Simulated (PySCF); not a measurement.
H₃BN, charge +1, singlet, at a GFN2-xTB geometry; PBE0/3-21G run with PySCF.

Input for PySCF:
```python
from pyscf import gto, scf, dft

mol = gto.Mole()
mol.atom = '''
    B     0.721911   -0.072720    0.286041
    N    -0.475744    0.047923   -0.188503
    H     1.786452   -0.179953    0.707842
    H    -0.954094    0.931582   -0.397778
    H    -1.111710   -0.723490   -0.420751
'''
mol.basis = '3-21g'
mol.charge = 1
mol.spin = 0
mol.verbose = 4
mol.build()

mf = dft.RKS(mol)
mf.xc = 'pbe0'
mf.grids.level = 7
mf.kernel()
```

What the program printed (banner, timings and long lists left out):

```
PySCF version 2.14.0

[INPUT] verbose = 4
[INPUT] num. atoms = 5
[INPUT] num. electrons = 14
[INPUT] charge = 1
[INPUT] spin (= nelec alpha-beta = 2S) = 0
[INPUT] symmetry False subgroup None
[INPUT] Mole.unit = angstrom
[INPUT] Symbol           X                Y                Z      unit          X                Y                Z       unit  Magmom
[INPUT]  1 B      0.721911000000  -0.072720000000   0.286041000000 AA    1.364214076311  -0.137420883778   0.540539150397 Bohr   0.0
[INPUT]  2 N     -0.475744000000   0.047923000000  -0.188503000000 AA   -0.899025865405   0.090561345068  -0.356219043659 Bohr   0.0
[INPUT]  3 H      1.786452000000  -0.179953000000   0.707842000000 AA    3.375905014682  -0.340061885294   1.337627519464 Bohr   0.0
[INPUT]  4 H     -0.954094000000   0.931582000000  -0.397778000000 AA   -1.802976357091   1.760434842575  -0.751691478377 Bohr   0.0
[INPUT]  5 H     -1.111710000000  -0.723490000000  -0.420751000000 AA   -2.100827429940  -1.367197953862  -0.795104156637 Bohr   0.0

nuclear repulsion = 28.5585872995632
number of shells = 16
number of NR pGTOs = 39
number of NR cGTOs = 24
basis = 3-21g
ecp = {}

******** <class 'pyscf.dft.rks.RKS'> ********
method = RKS
initial guess = minao
damping factor = 0
level_shift factor = 0
DIIS = <class 'pyscf.scf.diis.CDIIS'>
diis_start_cycle = 1
diis_space = 8
diis_damp = 0
SCF conv_tol = 1e-09
SCF conv_tol_grad = None
SCF max_cycles = 50
direct_scf = True
direct_scf_tol = 1e-13
XC library pyscf.dft.libxc version 7.1.2
    S. Lehtola, C. Steigemann, M. J. T. Oliveira, and M. A. L. Marques,  SoftwareX 7, 1–5 (2018)
XC functionals = pbe0
    C. Adamo and V. Barone,  J. Chem. Phys. 110, 6158 (1999)
    M. Ernzerhof and G. E. Scuseria,  J. Chem. Phys. 110, 5029 (1999)
radial grids:
    Treutler-Ahlrichs [JCP 102, 346 (1995); DOI:10.1063/1.469408] (M4) radial grids

becke partition: Becke, JCP 88, 2547 (1988); DOI:10.1063/1.454033
pruning grids: <function nwchem_prune>
grids dens level: 7
symmetrized grids: False
atomic radii adjust function: <function treutler_atomic_radii_adjust>
small_rho_cutoff = 0
Set gradient conv threshold to 3.16228e-05
Initial guess from minao.
tot grids = 321912
init E= -80.8942192576247
  HOMO = -0.366349435228863  LUMO = -0.0914995454752878  gap/eV = 7.47905
cycle= 1 E= -80.5424422409587  delta_E= 0.352  |g|= 0.21  |ddm|= 1.83
  HOMO = -0.616503233181756  LUMO = -0.345804073399105  gap/eV = 7.36610
cycle= 2 E= -80.5429904264156  delta_E= -0.000548  |g|= 0.229  |ddm|= 0.305
  HOMO = -0.639498075260807  LUMO = -0.328312160179057  gap/eV = 8.46780
cycle= 3 E= -80.55458323044  delta_E= -0.0116  |g|= 0.0504  |ddm|= 0.174
  HOMO = -0.626346670518306  LUMO = -0.320917566626722  gap/eV = 8.31115
cycle= 4 E= -80.5551195971052  delta_E= -0.000536  |g|= 0.00577  |ddm|= 0.031
  HOMO = -0.627389777282894  LUMO = -0.322364523468444  gap/eV = 8.30016
cycle= 5 E= -80.555131131035  delta_E= -1.15e-05  |g|= 0.000606  |ddm|= 0.00655
  HOMO = -0.627371188385219  LUMO = -0.322217334984959  gap/eV = 8.30366
cycle= 6 E= -80.555131270184  delta_E= -1.39e-07  |g|= 6.79e-05  |ddm|= 0.000647
  HOMO = -0.627379215784483  LUMO = -0.322223173521047  gap/eV = 8.30372
cycle= 7 E= -80.5551312715312  delta_E= -1.35e-09  |g|= 1.81e-05  |ddm|= 6.66e-05
  HOMO = -0.627382281026037  LUMO = -0.322222061248585  gap/eV = 8.30383
cycle= 8 E= -80.5551312716207  delta_E= -8.95e-11  |g|= 5.42e-07  |ddm|= 1.71e-05
  HOMO = -0.627381973699619  LUMO = -0.322221908786022  gap/eV = 8.30383
Extra cycle  E= -80.5551312716206  delta_E= 5.68e-14  |g|= 4.21e-07  |ddm|= 9e-07
converged SCF energy = -80.5551312716206
```
